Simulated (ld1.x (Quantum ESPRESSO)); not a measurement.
## Transferability test, TM potential for Zn (Z = 30)

ld1.x (Quantum ESPRESSO) 7.5 input, shortened:

```
&input
   title='Zn', zed=30., rel=1, dft='PBE', iswitch=3,
   config='[Ar] 3d10 4s1 4p0'
 /
 &inputp
   pseudotype=2, tm=.true., lloc=2,
   nlcc=.false.
 /
3
3S  1  0   2.00   0.00  1.20  1.20  0.0
3P  2  1   6.00   0.00  0.65  0.65  0.0
3D  3  2  10.00   0.00  1.25  1.25  0.0
 &test
   configts(1)='3s2 3p6 3d10 4s1 4p0'
 /
```

Occupied shells without a wave of their own: 4s. They enter only through the test configuration that unscreens the potential.

Energies are relative to the spin-unpolarised reference configuration 3s2 3p6 3d10 4s1 4p0; without spin polarisation the order of configurations can differ from experiment. The frozen-core shift is the all-electron ΔE with the core orbitals held at their reference shape minus the fully relaxed ΔE.

```csv
valence configuration,charge,ΔE all-electron (eV),error AE − PS (meV),frozen-core shift (meV)
3s2 3p6 3d10 4s2 4p0,0,-9.888,+902,-1.3
3s2 3p6 3d9 4s0 4p0,+3,58.977,-2807,-1.4
3s2 3p6 3d9 4s2 4p1,0,2.356,+1450,-5.7
3s2 3p6 3d10 4s0 4p2,0,0.670,-1475,+0.1
3s2 3p6 3d10 4s0 4p1,+1,6.324,-1593,+0.7
3s2 3p6 3d10 4s1.5 4p0,+0.5,-5.948,+526,-0.7
```

Q: What are ΔE and the potential's error for 3s2 3p6 3d10 4s0 4p0?

A: ΔE = 18.443 eV all-electron; the error (AE − PS) is -1620 meV.

These tests converged, but a pseudo level misses the all-electron one widely, so the file describes the atom poorly there or has found another state: 3s2 3p6 3d9 4s0 4p0: empty 4s by 3.8 eV (a node warning on the way). The 4s level has no wave, so the channel is fitted at the deeper level alone: the likely source of the large errors. A variational frozen-core shift is positive and of second order in the change. This column holds negative values, so the frozen-core run of ld1.x carries numerical noise or an error of first order here, and the column gives no more than the rough size of the effect.

The potential misses its own reference levels by up to 1.2 eV, so it is not fit for use.
